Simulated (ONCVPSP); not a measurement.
Pseudopotential generation for palladium: ONCV, PBE, scalar-relativistic.

| Property | Result |
| --- | --- |
| Element | palladium (Pd) |
| Generator | ONCVPSP 4.0.1 |
| Type | optimised norm-conserving Vanderbilt (ONCV) |
| Functional | PBE |
| Relativity | scalar-relativistic |
| Frozen core | [Ar] 3d10 |
| Valence charge | 18 |
| Reference configuration | 4s2 4p6 4d10 |
| Partial waves | 4s: rc 1.10 bohr, ncon 3, nbas 7, qcut 7.1 1/bohr, 2 projectors, debl 1.3 Ha; 4p: rc 1.10 bohr, ncon 3, nbas 7, qcut 5.9 1/bohr, 2 projectors, debl 2.8 Ha; 4d: rc 2.00 bohr, ncon 4, nbas 7, qcut 7.7 1/bohr, 2 projectors, debl 3.4 Ha |
| Local potential | polynomial inside 0.75 bohr (lpopt 5, dvloc0 2 Ha) |
| Core correction | Teter function, fcfact 4, rcfact 1.25 |

In the s channel the program set the typed energies aside and used -3.136, 0.250 Ha.

All-electron outer shells of the reference configuration (PBE, scalar-relativistic, ld1.x):

```json
{"shell": "4s", "level (eV)": "-85.33", "outermost node (bohr)": "0.45", "outermost maximum (bohr)": "0.85"}
{"shell": "4p", "level (eV)": "-51.20", "outermost node (bohr)": "0.46", "outermost maximum (bohr)": "0.91"}
{"shell": "4d", "level (eV)": "-4.05", "outermost node (bohr)": "0.45", "outermost maximum (bohr)": "1.10"}
```

Calculated quality:

| Property | Result |
| --- | --- |
| Cutoffs needed | 116 Ha and 188 Ha (the cutoffs (Ha) at which the residual kinetic energy of the hardest occupied pseudo-wave falls to 1 and 0.1 mHa per electron) |
| Ghost test | no bound ghost flagged; GHOST(+) flagged for s at 102.0 eV |
| Configuration tests | 1 of 4 tests not solved or not reliable |
| rms error of d²Exc/dni dnj | 2.78 mHa without and 0.28 mHa with the model core |

Generation and tests took about 2.8 s on one core of a shared server CPU.
